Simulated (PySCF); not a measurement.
In(Cl) cation (ClIn), SMILES [Cl][In] (connectivity only; charge and spin as stated), charge +1, multiplicity 2. The structure is a stationary point at B3LYP-D3(BJ)/def2-TZVP. The multiplicity is an assumed one; other spin states were not compared. The def2 effective core potentials stand for the cores of In; spin–orbit coupling is left out.

All values below come from PySCF with B3LYP-D3(BJ)/def2-TZVP.

Harmonic wavenumbers (cm⁻¹): 293. Rotational constants (GHz): 3.391 (linear); symmetry number 1.

Problem. Work out the zero-point energy and the ideal-gas rigid-rotor harmonic-oscillator thermochemistry at 298.15 K and 1 atm.

Solution. ZPE = ½ Σ hcν = ½ × 293 cm⁻¹ = 1.75 kJ/mol. H − E(el) = 11.55 kJ/mol. Entropy in J/(mol K): translation 171.26, rotation 70.78, vibration 6.10, spin 5.76, total 253.91. G − E(el) = -64.15 kJ/mol. Cp = 36.16 J/(mol K).
